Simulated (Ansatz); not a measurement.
Input file for Ansatz (a program for electronic structure): R-r2SCAN/def2-TZVPP on CH6GaN (SMILES [CH3][GaH][NH2]), a point of a torsion scan.

Ansatz 0.2 input:
```yaml
crystal:
  periodic: [false, false, false]
  atoms:
    - {symbol: C, position_ang: [-1.54339939, 0.14428825, -0.22413991]}
    - {symbol: Ga, position_ang: [0.25470365, -0.38371237, 0.53456203]}
    - {symbol: N, position_ang: [1.77121848, 0.19572993, -0.35680887]}
    - {symbol: H, position_ang: [-2.37653012, -0.05454407, 0.45283852]}
    - {symbol: H, position_ang: [-1.53650447, 1.20918709, -0.47132340]}
    - {symbol: H, position_ang: [-1.71929950, -0.40321797, -1.15339733]}
    - {symbol: H, position_ang: [0.41141953, -1.35966839, 1.77247484]}
    - {symbol: H, position_ang: [2.18739906, 1.08828274, -0.10701760]}
    - {symbol: H, position_ang: [2.54978258, -0.45271323, -0.45228315]}
basis:
  gaussian:
    orbitals: def2-TZVPP
hamiltonian:
  xc: {name: r2SCAN}
scf: {lower_state_search: off}
```

It printed:

```
WARN ansatz: RAYON_NUM_THREADS=1 ignored (pool sized by the plan → 1); use --threads N
Functional definition: r2SCAN
these checks for a lower state are left out or cut short: stability, starts, cluster_reference, orbital_swaps, neighbouring_geometries, increment
integrals: 0.10 GiB planned
1057 factors; their error is unknown
mean field: 0.73 GiB planned
mean field evaluation 1: about -54986.0335 eV, gradient 9.2e1 eV
mean field evaluation 2: about -54928.7594 eV, gradient 1.5e2 eV
mean field evaluation 4: about -55001.7030 eV, gradient 1.6e1 eV
mean field evaluation 8: about -55002.3017 eV, gradient 8.7e-2 eV
mean field evaluation 16: about -55002.2803 eV, gradient 5.0e-5 eV
mean field -55002.28029566 eV, -2021.2965189810 hartree, gradient 2.0e-6 eV, S^2 0.000000; 0 other end points of the search recorded, 0 dependent functions left out
reference -55002.28030804 eV, -2021.2965194359 hartree; 25, 25 occupied and 169, 169 virtual orbitals, 1057 factors
Total energy: -55002.28030804 eV, -2021.2965194359 hartree
Checks for a lower state left out: stability, starts, cluster_reference, orbital_swaps, neighbouring_geometries, increment
```

Self-consistency was reached.

Cost: about 2.2 core-seconds (a rough figure).
